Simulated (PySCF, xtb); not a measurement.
Si(OSiH3)(H)(NHSiH3)2 (H12N2OSi4), SMILES [SiH3]N[SiH](N[SiH3])O[SiH3]. The values are those of a single conformer.

Harmonic wavenumbers (cm⁻¹) from GFN2-xTB (xtb) at its own minimum, in rising order: 24, 31, 41, 71, 82, 99, 104, 115, 152, 218, 237, 297, 322, 365, 539, 565, 568, 583, 587, 613, 620, 646, 663, 748, 755, 757, 765, 774, 785, 799, 804, 820, 824, 834, 986, 998, 1090, 1191, 1201, 2191, 2193, 2226, 2228, 2234, 2242, 2253, 2256, 2261, 2308, 3499, 3501.

Question: What does B3LYP-D3(BJ)/def2-SVP in PySCF give at its own minimum? (The exact figures need the calculation; the answer reports its results.)

Answer: 37, 45, 62, 67, 87, 101, 133, 148, 155, 275, 306, 367, 380, 453, 578, 631, 644, 716, 719, 729, 744, 750, 769, 869, 889, 916, 922, 946, 948, 959, 962, 970, 971, 997, 1008, 1010, 1070, 1175, 1181, 2201, 2215, 2218, 2223, 2224, 2226, 2228, 2235, 2249, 2259, 3591, 3593. Paired by order, the mean absolute difference is 69 cm⁻¹ and the zero-point energies are 73.0 and 77.4 kcal/mol.
